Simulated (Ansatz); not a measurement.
Relaxation of C2H8BClOSi (14 atoms, charge 0, multiplicity 1), to a largest force component of 0.015 eV/Å in at most 40 steps.

The calculation used Ansatz 0.2.0, RKS r2SCAN/6-31G.

```xyz
14
Properties=species:S:1:pos:R:3
C -1.123 0.480 -1.084
C -0.418 0.208 0.197
Si 0.104 -1.582 0.183
Cl -1.419 0.485 1.589
B 0.868 1.150 0.333
O 1.237 2.072 -0.755
H -0.496 0.364 -1.981
H -2.027 -0.111 -1.195
H -1.512 1.599 -1.056
H 1.051 -1.817 -0.909
H 0.820 -1.889 1.479
H -1.019 -2.449 0.082
H 1.599 1.006 1.267
H 0.789 2.902 -0.525
```

Task: Where does it end, and by what steps?

Result: The run converged. Limits of this set-up: no polarisation functions. After 19 steps the energy has fallen by 1.491 eV; H14 moved furthest, 0.88 Å.

| step | energy less start (eV) | largest force component (eV/Å) | accepted |
| --- | --- | --- | --- |
| 0 | 0.0000 | 3.016 | yes |
| 1 | -0.6185 | 1.712 | yes |
| 2 | -0.8417 | 1.472 | yes |
| 3 | -0.9224 | 1.187 | yes |
| 4 | -1.0278 | 1.854 | yes |
| 5 | -1.3200 | 1.048 | yes |
| 6 | -1.4558 | 0.374 | yes |
| 7 | -1.4525 | 0.539 | no |
| 8 | -1.4837 | 0.307 | yes |
| 9 | -1.4864 | 0.213 | yes |
| 10 | -1.4870 | 0.324 | yes |
| 11 | -1.4865 | 0.319 | no |
| 12 | -1.4899 | 0.075 | yes |
| 13 | -1.4905 | 0.020 | yes |
| 14 | -1.4909 | 0.032 | yes |
| 15 | -1.4911 | 0.048 | yes |
| 16 | -1.4912 | 0.042 | yes |
| 17 | -1.4913 | 0.037 | yes |
| 18 | -1.4914 | 0.024 | yes |
| 19 | -1.4914 | 0.002 | yes |

```xyz
14
Properties=species:S:1:pos:R:3
C -1.177 0.617 -1.068
C -0.340 0.251 0.155
Si 0.191 -1.615 0.167
Cl -1.484 0.445 1.717
B 0.877 1.210 0.488
O 1.275 2.200 -0.381
H -0.569 0.488 -1.977
H -2.059 -0.025 -1.168
H -1.526 1.657 -1.020
H 1.111 -1.836 -1.007
H 0.904 -1.951 1.439
H -1.038 -2.461 -0.001
H 1.520 1.097 1.483
H 0.765 2.339 -1.202
```

Time of the run: 3.5 min on 1 thread of Arm Neoverse V1 (shared host), peak memory 0.2 GiB.
